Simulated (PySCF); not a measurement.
Co(CO)4 (C₄CoO₄), SMILES [O+]#[C-]->[Co+](<-[C-]#[O+])(<-[C-]#[O+])<-[C-]#[O+], charge +1, multiplicity 1.

Geometry: B3LYP-D3(BJ)/def2-SVP. The multiplicity is an assumed one; other spin states were not compared. The isomer is the one that the SMILES or the coordinates give; other isomers of the formula were not compared.

Computed with B3LYP-D3(BJ)/def2-SVP (PySCF 2.14.0).

Frequencies are harmonic and unscaled.

Modes within 1.5 cm⁻¹ of each other (mostly degenerate sets) share a row, with their intensities summed.

| mode | ν (cm⁻¹) | IR (km/mol) | moving atoms (share of kinetic energy) |
|---|---|---|---|
| 1 | 3 | 0.0 | O 83 %, C 17 % |
| 2 | 74 | 2.8 | O 50 %, Co 50 % |
| 3–4 | 100 | 1.9 | O 81 %, Co 11 % |
| 5 | 103 | 0.0 | O 93 % |
| 6–7 | 306 | 0.0 | C 78 %, O 22 % |
| 8 | 335 | 0.0 | C 78 %, O 22 % |
| 9 | 371 | 0.0 | O 59 %, C 41 % |
| 10–11 | 380 | 85.9 | C 41 %, O 31 %, Co 28 % |
| 12 | 382 | 0.0 | O 59 %, C 41 % |
| 13 | 387 | 0.0 | C 82 %, O 18 % |
| 14 | 427 | 2.9 | C 72 %, Co 16 %, O 12 % |
| 15 | 550 | 0.0 | C 93 % |
| 16–17 | 578 | 166.1 | C 66 %, Co 27 % |
| 18–19 | 2240 | 1911.3 | C 57 %, O 43 % |
| 20 | 2264 | 0.2 | C 59 %, O 41 % |
| 21 | 2305 | 0.0 | C 60 %, O 40 % |
